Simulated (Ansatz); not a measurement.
Calculated with Ansatz (gas phase, PBE0-D4/def2-TZVP geometries, no zero-point term in ΔE). CBS: MP2 limit from def2 TZ/QZ plus the TZ coupled-cluster correction, frozen cores. Functionals use def2-TZVPP. For Ge outer-core shells are correlated without core-valence functions, which leaves a few kJ/mol of doubt a bond. Scalar relativity is left out up to krypton. One conformer a species, not always the lowest.

Reaction (formal exchange of groups at a B–Ge bond): `[BH2][GeH2][O][SiH2]F` + `[CH3][GeH3]` → `B[CH2][GeH3]` + `F[SiH2][O][GeH3]`

```
             level  ΔE (kcal/mol)  difference from CCSD(T)/CBS
            PBE-D4           -9.0                         -0.6
            B2PLYP           -8.8                         -0.4
              PBE0           -8.7                         -0.3
     HF/def2-TZVPP           -7.3                          1.1
    MP2/def2-TZVPP           -9.9                         -1.5
SCS-MP2/def2-TZVPP           -9.2                         -0.8
   CCSD/def2-TZVPP           -8.1                          0.3
     HF/def2-QZVPP           -7.6                          0.8
    MP2/def2-QZVPP           -9.9                         -1.5
     MP2/CBS(def2)           -9.7                         -1.3
       CCSD(T)/CBS           -8.4                            0
```

Largest T1 diagnostic among the species: 0.012.

In def2-TZVPP, CCSD(T) changes the Hartree–Fock value by −1.3 kcal/mol (the triples alone add −0.5 kcal/mol) and MP2 by −2.6 kcal/mol.
